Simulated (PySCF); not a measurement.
Computed IR spectrum (relative IR intensity) of a molecule C₂H₆F₂Si. The structure is a stationary point at B3LYP-D3(BJ)/def2-SVP. One conformer was computed; it need not be the lowest. Calculation: B3LYP-D3(BJ)/def2-SVP run with PySCF. Frequencies are harmonic and unscaled.

Lines under 2 % of the strongest are left out, and lines within 2 cm⁻¹ are merged.

ν (cm⁻¹): 133 (vw), 362 (w), 503 (w), 537 (vw), 629 (w), 670 (m), 787 (w), 886 (w), 912 (vs), 955 (s), 1065 (s), 1114 (m), 1272 (w), 1325 (m), 1363 (vw), 1431 (vw), 1439 (vw), 2227 (s), 2230 (s), 3033 (m) (against the strongest line: vs over 80 %, s over 45 %, m over 15 %, w over 4 %, vw less)

Task: Pick the molecule that these values belong to.
A. CC[SiH](F)F
B. C[SiH2]C(F)F
C. CC(F)(F)[SiH3]
D. FC(F)C[SiH3]

Result: B, C[SiH2]C(F)F
